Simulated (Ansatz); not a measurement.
## Molecular dynamics of KH₁₃O₇

Input:

```yaml
crystal:
  lattice:
    - [6.269221, 0.0, 0.0]
    - [0.0, 6.269221, 0.0]
    - [0.0, 0.0, 6.269221]
  atoms:
    - { symbol: O, position: [0.12161968, 0.5018305, 0.02583115] }
    - { symbol: H, position: [0.19638389, 0.63995314, 0.0231141] }
    - { symbol: H, position: [0.17487318, 0.41909253, 0.16375396] }
    - { symbol: O, position: [0.73184296, 0.55722852, 0.76686558] }
    - { symbol: H, position: [0.62029574, 0.60569709, 0.66201719] }
    - { symbol: H, position: [0.87096299, 0.61697567, 0.72934368] }
    - { symbol: O, position: [0.34968784, -0.06416743, 0.07872014] }
    - { symbol: H, position: [0.34217625, 0.06021153, 0.1822626] }
    - { symbol: H, position: [0.2945512, -0.00010276, -0.05472562] }
    - { symbol: O, position: [0.87668462, 0.12852963, 0.22432428] }
    - { symbol: H, position: [0.89406187, 0.06168391, 0.08191505] }
    - { symbol: H, position: [1.02793916, 0.17252512, 0.25417204] }
    - { symbol: O, position: [0.42668939, 0.63144295, 0.49849312] }
    - { symbol: H, position: [0.35227618, 0.76169587, 0.45877867] }
    - { symbol: H, position: [0.35320543, 0.49749891, 0.43413849] }
    - { symbol: O, position: [1.10858294, 0.20374756, 0.73790762] }
    - { symbol: H, position: [0.95810526, 0.1997873, 0.69528189] }
    - { symbol: H, position: [1.11927122, 0.33142211, 0.83962246] }
    - { symbol: K, position: [0.65504372, 0.47885998, 0.16141105] }
    - { symbol: O, position: [0.27680538, 0.29401089, 0.33104117] }
    - { symbol: H, position: [0.2181345, 0.25412058, 0.47361595] }
basis:
  ecutwfc: 420.0
kpoints:
  mp_grid: { grid: [1, 1, 1] }
hamiltonian:
  xc: lda
scf:
  occupations: { method: fermi_dirac, width: 0.05 }
  lower_state_search: "off"
md:
  timestep: 0.5
  n_steps: 300
  ensemble: nvt_langevin
  temperature: 700.0
  initial_velocities: maxwell_boltzmann
  seed: 475938
  friction: 0.02
```

Command:

```bash
$ ansatz run input.yaml --threads 1 --pin off --max-ram 3072MiB --backend cpu --events-out ev --progress --plain --runs-dir out
```

It starts from a partly relaxed structure (largest force component 0.82 eV/Å).

Output, in part (step lines):

```
md step     0: t =     0.00 fs  T =   666.7 K  F+E_penalty+E_count = -5589.92363063 eV  E_kin = 1.809640 eV  (9 SCF iters)
md step     1: t =     0.50 fs  T =   639.5 K  F+E_penalty+E_count = -5589.89943324 eV  E_kin = 1.735858 eV  (8 SCF iters)
md step     2: t =     1.00 fs  T =   565.9 K  F+E_penalty+E_count = -5589.79638767 eV  E_kin = 1.536109 eV  (8 SCF iters)
md step     3: t =     1.50 fs  T =   506.3 K  F+E_penalty+E_count = -5589.64655128 eV  E_kin = 1.374432 eV  (8 SCF iters)
md step     4: t =     2.00 fs  T =   489.7 K  F+E_penalty+E_count = -5589.50540717 eV  E_kin = 1.329227 eV  (8 SCF iters)
md step     5: t =     2.50 fs  T =   454.8 K  F+E_penalty+E_count = -5589.43702682 eV  E_kin = 1.234486 eV  (6 SCF iters)
md step     6: t =     3.00 fs  T =   480.3 K  F+E_penalty+E_count = -5589.44522224 eV  E_kin = 1.303881 eV  (6 SCF iters)
md step     7: t =     3.50 fs  T =   517.6 K  F+E_penalty+E_count = -5589.48338746 eV  E_kin = 1.405068 eV  (7 SCF iters)
[... lines left out ...]
md step   300: t =   150.00 fs  T =   632.5 K  F+E_penalty+E_count = -5588.61325801 eV  E_kin = 1.716887 eV  (8 SCF iters)
```

The steps, from the saved trajectory:

```
time (fs)  T (K)  potential energy less start (eV)
      0.0    667                             0.000
      5.0    516                             0.497
     10.0    577                             0.545
     15.0    475                             0.799
     20.0    499                             0.611
     25.0    455                             0.614
     30.0    541                             0.580
     35.0    560                             0.811
     40.0    536                             0.935
     45.0    562                             1.072
     50.0    637                             1.121
     55.0    654                             1.245
     60.0    507                             1.515
     65.0    512                             1.227
     70.0    537                             1.093
     75.0    575                             0.910
     80.0    523                             0.951
     85.0    714                             0.814
     90.0    661                             1.235
     95.0    495                             1.757
    100.0    429                             1.926
    105.0    809                             1.187
    110.0    607                             1.621
    115.0    712                             1.354
    120.0    596                             1.872
    125.0    721                             1.649
    130.0    702                             1.479
    135.0    650                             1.342
    140.0    690                             1.203
    145.0    650                             1.457
    150.0    632                             1.310
```

The run went to its last step. A run of 0.15 ps of so small a system gives no equilibrium averages. Limits of this set-up: coarse k mesh.

Mean squared displacements from the first frame to the last, about the centre of mass: O 0.14 Å², H 0.24 Å², K 0.04 Å².

Last frame:

```xyz
21
Lattice="6.2692 0.0000 0.0000 0.0000 6.2692 0.0000 0.0000 0.0000 6.2692" Properties=species:S:1:pos:R:3
O 0.955 3.336 0.392
H 1.572 4.072 0.734
H 0.965 2.797 1.250
O 5.103 3.133 4.247
H 4.126 3.332 3.829
H 5.149 3.977 4.836
O 2.305 -0.592 0.619
H 2.383 0.051 1.357
H 1.881 -0.045 -0.056
O 5.954 0.832 1.621
H 6.519 0.365 1.001
H 6.663 1.122 2.356
O 2.930 3.792 3.180
H 2.258 4.469 2.953
H 2.471 2.791 2.740
O 7.321 1.306 4.899
H 6.351 1.519 4.805
H 7.561 2.210 5.415
K 4.679 2.978 1.161
O 2.105 1.668 2.551
H 1.840 1.525 3.433
```

The run took 5.1 min on 1 thread of Intel(R) Xeon(R) Platinum 8175M CPU @ 2.50GHz (Skylake/Cascade Lake), on a shared host, peak memory 0.38 GiB.
